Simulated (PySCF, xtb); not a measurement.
CH₃I, SMILES CI.

GFN2-xTB run with xtb 6.7.1 at its own geometry gives an orbital gap of 4.82 eV and a dipole moment of 3.69 D.

The structure is a stationary point at B3LYP-D3(BJ)/def2-TZVP. The def2 effective core potentials stand for the cores of I; spin–orbit coupling is left out.

Task: What does PySCF with M06-2X/def2-TZVPD give? (The exact figures need the calculation; the answer reports its results.)

Result: gap 8.08 eV (levels -8.48 and -0.40 eV), dipole 1.74 D.
